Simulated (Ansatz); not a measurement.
Consider the redistribution: `[NH2][GaH][SiH2][SiH3]` + `O[SiH2][O][AlH2]` → `O[SiH2]O[SiH2][SiH3]` + `[NH2][GaH][AlH2]`.

Program: Ansatz. Geometries: PBE0-D4/def2-TZVP. ΔE: electronic, gas phase. CBS: MP2 limit from def2 TZ/QZ plus the TZ coupled-cluster correction, frozen cores. DFT in def2-TZVPP. B3LYP here is the variant with VWN-RPA as its local correlation; programs differ in this. For Ga outer-core shells are correlated without core-valence functions, which leaves a few kJ/mol of doubt a bond. Scalar relativity is left out up to krypton. Each species was taken in one conformer, which may not be the lowest.

| level | ΔE (kJ/mol) |
| --- | --- |
| PBE-D4 | 75.8 |
| B3LYP-D4 | 74.3 |
| PBE | 76.5 |
| PBE0 | 75.8 |
| SCS-MP2/def2-TZVPP | 77.7 |
| CCSD(T)/def2-TZVPP | 77.2 |
| MP2/def2-QZVPP | 82.3 |
| CCSD/CBS(def2) | 75.0 |

Q: What does CCSD(T)/CBS give? (Best estimate.)

A: The calculation gave: +76.7 kJ/mol. The listed levels differ from it by -0.9, -2.4, -0.2, -0.9, 1.0, 0.5, 5.6, -1.7 kJ/mol.

Largest T1 diagnostic among the species: 0.015.

In def2-TZVPP, CCSD(T) changes the Hartree–Fock value by +11.3 kJ/mol (the triples alone add +1.7 kJ/mol) and MP2 by +16.8 kJ/mol.
